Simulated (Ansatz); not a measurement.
`C[N](C)[Mg][F]` + H₂O → `C[N](C)[Mg][OH]` + H–F  (formal hydrolysis of a Mg–F bond)

Isolated molecules relaxed with PBE0-D4/def2-TZVP in Ansatz; ΔE leaves out vibrations. CBS: MP2 limit from def2 TZ/QZ plus the TZ coupled-cluster correction, frozen cores. This one scheme is used for every species. Functionals use def2-TZVPP. For Mg outer-core shells are correlated without core-valence functions, which leaves a few kJ/mol of doubt a bond. Each species was taken in one conformer, which may not be the lowest.

```tsv
level	ΔE (eV)
r2SCAN-D4	0.66
RPA@PBE/def2-TZVPP	0.62
```

Q: What does CCSD(T)/CBS give? (An estimate is asked.)

A: The calculation gave: +0.62 eV. The listed levels differ from it by 0.04, 0.00 eV.

Largest T1 diagnostic among the species: 0.011.

At CCSD(T), def2-SVP lies +0.10 eV from the extrapolated value and def2-TZVPP −0.00 eV. In def2-TZVPP, CCSD(T) changes the Hartree–Fock value by −0.05 eV (the triples alone add −0.00 eV) and MP2 by −0.07 eV. Leaving LDA and LC-ωPBE aside and taking each functional with its dispersion term where it has one, the values, not all of them listed here, spread over 0.06 eV, from PBE-QIDH to B97M-V. LDA lies −0.07 eV from PBE without D4.
